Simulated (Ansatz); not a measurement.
Mulliken charges of BrH$_{2}$In (`[Br][InH2]`) from PBE/def2-TZVPP in Ansatz (PBE0-D4/def2-TZVP geometry).

```csv
atom,x (Å),y (Å),z (Å),charge (e)
Br1,-1.774,0.653,-1.090,-0.373
In2,0.249,-0.103,0.137,0.566
H3,0.549,-1.773,-0.040,-0.097
H4,1.032,1.162,0.972,-0.097
```

**Question.** By hand: the dipole of these point charges (1 e Å = 4.8032 D).

**Answer.** Σ q r = (0.649, -0.243, 0.394) e Å, of length 0.797 e Å = 3.83 D.

**Question.** How does the dipole of the full density compare? (An estimate is asked.)

**Answer.** The calculation gave: (0.425, -0.159, 0.258) e Å, 2.51 D; the point charges give 1.53 times that, at 0° from its direction.

Point charges leave out the atoms' own dipoles, such as those of lone pairs, and Mulliken's split depends on the basis, so the two needn't agree.
